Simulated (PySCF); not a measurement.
# Basis-set dependence of population analyses: `B[SiH2]C=C=C`

Species: C3H7BSi.
Numbering: `[BH2:1][SiH2:2][CH:3]=[C:4]=[CH2:5]` (hydrogens: H6, H7 on B1; H8, H9 on Si2; H10 on C3; H11, H12 on C5)

PBE0 throughout (PySCF), one geometry, spherical d and f functions. One conformer (not necessarily the lowest) at the PBE0-D3(BJ)/def2-SVP geometry, without solvent, vibrations or thermal averaging. Atoms taken as equivalent share a column and are averaged. The first 7 of 9 kinds of atom are listed.

Mulliken charges (e):

```json
{"basis": "STO-3G", "functions": "36", "B1": "+0.013", "Si2": "+0.511", "C3": "-0.280", "C4": "-0.003", "C5": "-0.213", "H6/H7": "-0.040", "H8/H9": "-0.112"}
{"basis": "6-31G", "functions": "63", "B1": "-0.069", "Si2": "+0.536", "C3": "-0.611", "C4": "+0.244", "C5": "-0.485", "H6/H7": "-0.007", "H8/H9": "-0.097"}
{"basis": "pcSseg-0", "functions": "63", "B1": "-0.211", "Si2": "+0.526", "C3": "-0.700", "C4": "-0.085", "C5": "-0.404", "H6/H7": "+0.072", "H8/H9": "-0.019"}
{"basis": "6-31G*", "functions": "88", "B1": "-0.095", "Si2": "+0.364", "C3": "-0.565", "C4": "+0.349", "C5": "-0.582", "H6/H7": "+0.018", "H8/H9": "-0.062"}
{"basis": "cc-pVDZ", "functions": "109", "B1": "-0.061", "Si2": "+0.288", "C3": "-0.348", "C4": "+0.076", "C5": "-0.113", "H6/H7": "+0.009", "H8/H9": "-0.047"}
{"basis": "def2-SVP", "functions": "109", "B1": "-0.038", "Si2": "+0.347", "C3": "-0.418", "C4": "+0.166", "C5": "-0.234", "H6/H7": "+0.010", "H8/H9": "-0.060"}
{"basis": "aug-cc-pVDZ", "functions": "182", "B1": "-1.492", "Si2": "-0.305", "C3": "+0.139", "C4": "-0.085", "C5": "+0.744", "H6/H7": "+0.723", "H8/H9": "+0.294"}
{"basis": "6-311+G(2d,p)", "functions": "185", "B1": "-0.092", "Si2": "+0.372", "C3": "-0.451", "C4": "+0.545", "C5": "-0.706", "H6/H7": "+0.020", "H8/H9": "-0.064"}
{"basis": "def2-TZVP", "functions": "203", "B1": "-0.066", "Si2": "+0.166", "C3": "-0.331", "C4": "+0.060", "C5": "-0.321", "H6/H7": "+0.037", "H8/H9": "-0.019"}
{"basis": "cc-pVTZ", "functions": "252", "B1": "-0.115", "Si2": "+0.198", "C3": "-0.281", "C4": "+0.101", "C5": "-0.346", "H6/H7": "+0.043", "H8/H9": "-0.026"}
{"basis": "IGLO-III", "functions": "254", "B1": "+0.032", "Si2": "+0.612", "C3": "-0.299", "C4": "-0.063", "C5": "-0.227", "H6/H7": "-0.041", "H8/H9": "-0.161"}
```

IAO charges (e):

```csv
basis,functions,B1,Si2,C3,C4,C5,H6/H7,H8/H9
STO-3G,36,-0.140,+0.632,-0.423,+0.029,-0.327,+0.007,-0.110
6-31G,63,-0.177,+0.483,-0.439,+0.064,-0.382,+0.034,-0.075
pcSseg-0,63,-0.183,+0.461,-0.444,+0.067,-0.369,+0.040,-0.066
6-31G*,88,-0.184,+0.595,-0.462,+0.068,-0.373,+0.027,-0.107
cc-pVDZ,109,-0.198,+0.593,-0.462,+0.069,-0.380,+0.032,-0.105
def2-SVP,109,-0.189,+0.602,-0.460,+0.069,-0.369,+0.029,-0.110
aug-cc-pVDZ,182,-0.198,+0.595,-0.467,+0.069,-0.392,+0.032,-0.104
"6-311+G(2d,p)",185,-0.203,+0.624,-0.476,+0.070,-0.392,+0.032,-0.112
def2-TZVP,203,-0.206,+0.632,-0.479,+0.071,-0.392,+0.032,-0.114
cc-pVTZ,252,-0.203,+0.618,-0.476,+0.072,-0.392,+0.032,-0.111
IGLO-III,254,-0.206,+0.632,-0.478,+0.070,-0.394,+0.033,-0.114
```

Problem. Which scheme is steadiest as the basis changes?

Solution. Largest range over the bases for any column: IAO 0.17 e, Mulliken 1.52 e. IAO charges move least and Mulliken charges most, counted in e. Without the minimal STO-3G basis the ranges are IAO 0.17, Mulliken 1.52 e.

Problem. How much do the charges still move between the two largest bases, cc-pVTZ and IGLO-III?

Solution. At most, over all atoms: Mulliken 0.414 e, IAO 0.014 e.

Problem. What do the same runs give for the total energy, the frontier levels and the dipole moment?

Solution. 
```
        basis  energy (Eh)  HOMO (eV)  LUMO (eV)  μ (D)
       STO-3G    -427.3847      -5.25       0.88   0.56
        6-31G    -432.3771      -7.18      -2.09   0.42
     pcSseg-0    -431.8006      -7.51      -2.49   0.39
       6-31G*    -432.4341      -7.14      -2.08   0.46
      cc-pVDZ    -432.4606      -7.25      -2.26   0.40
     def2-SVP    -432.2611      -7.32      -2.32   0.40
  aug-cc-pVDZ    -432.4681      -7.34      -2.37   0.33
6-311+G(2d,p)    -432.5040      -7.36      -2.39   0.33
    def2-TZVP    -432.5158      -7.35      -2.38   0.36
      cc-pVTZ    -432.5153      -7.34      -2.36   0.38
     IGLO-III    -432.5201      -7.36      -2.39   0.34
```

The dipole is fixed by the density alone, so its range of 0.23 D shows that the density itself changes with the basis, not only its division among atoms.
